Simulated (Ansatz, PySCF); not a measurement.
C3H10ClNSi, SMILES [SiH2]([C@H](C)NC)Cl. Atoms are numbered in the order given.

```xyz
16

C      2.6246    -1.2036     0.2768
N      1.3317    -1.1237     0.9306
C      0.1949    -0.8697     0.0328
C     -1.0684    -1.5820     0.5125
Si    -0.0023     1.0110     0.1161
Cl    -1.3874     1.6600    -1.3207
H      2.6883    -1.9955    -0.5016
H      3.4125    -1.3882     1.0231
H      2.8594    -0.2463    -0.2153
H      1.1626    -1.9599     1.4874
H      0.4103    -1.2003    -1.0051
H     -1.9288    -1.3253    -0.1236
H     -0.9376    -2.6779     0.4851
H     -1.3142    -1.2954     1.5485
H     -0.5242     1.3919     1.4543
H      1.2828     1.7060    -0.1550
```
Charge 0, spin multiplicity 1.

Geometry optimised at B3LYP-D3(BJ)/def2-SVP. The structure was generated by enumeration; whether it is a known compound was not checked. The values are those of a single conformer.

Two levels are set side by side: PBE-D3(BJ)/def2-SVP (Ansatz, a quantum-chemistry and plane-wave program) and B3LYP-D3(BJ)/def2-SVP (Ansatz). Each level has its own optimised geometry; the coordinates shown are those of the second. Frequencies come from the Hessian of PySCF at each geometry. Differences are taken from unrounded values.

| quantity | B3LYP-D3(BJ) |
|---|---|
| mean bond length (Å) | 1.344 |
| bond C1–N2 (Å) | 1.451 |
| bond N2–C3 (Å) | 1.471 |
| bond C3–C4 (Å) | 1.528 |
| bond C3–Si5 (Å) | 1.893 |
| bond Si5–Cl6 (Å) | 2.098 |
| bond C1–H7 (Å) | 1.112 |
| bond C1–H8 (Å) | 1.101 |
| bond C1–H9 (Å) | 1.102 |
| bond N2–H10 (Å) | 1.019 |
| bond C3–H11 (Å) | 1.110 |
| bond C4–H12 (Å) | 1.100 |
| bond C4–H13 (Å) | 1.104 |
| bond C4–H14 (Å) | 1.103 |
| bond Si5–H15 (Å) | 1.486 |
| bond Si5–H16 (Å) | 1.486 |
| highest harmonic wavenumber (cm⁻¹) | 3519 |
| mean harmonic wavenumber (cm⁻¹) | 1351 |
| zero-point energy (kcal/mol) | 81.14 |

Task: What does PBE-D3(BJ) give, and how far is it from B3LYP-D3(BJ)? (An estimate is asked for; the answer gives what the named calculation found.)

Result: 
```csv
quantity,PBE-D3(BJ),PBE-D3(BJ) minus B3LYP-D3(BJ)
mean bond length (Å),1.352,0.007
bond C1–N2 (Å),1.452,0.001
bond N2–C3 (Å),1.475,0.004
bond C3–C4 (Å),1.527,0.000
bond C3–Si5 (Å),1.900,0.007
bond Si5–Cl6 (Å),2.106,0.007
bond C1–H7 (Å),1.121,0.009
bond C1–H8 (Å),1.108,0.008
bond C1–H9 (Å),1.110,0.008
bond N2–H10 (Å),1.026,0.007
bond C3–H11 (Å),1.117,0.007
bond C4–H12 (Å),1.108,0.008
bond C4–H13 (Å),1.112,0.008
bond C4–H14 (Å),1.111,0.008
bond Si5–H15 (Å),1.500,0.014
bond Si5–H16 (Å),1.500,0.014
highest harmonic wavenumber (cm⁻¹),3443,-76
mean harmonic wavenumber (cm⁻¹),1313,-38
zero-point energy (kcal/mol),78.84,-2.30
```

Exact exchange shortens and stiffens bonds; PBE has none. Differences between two approximate levels are no errors against the true value.
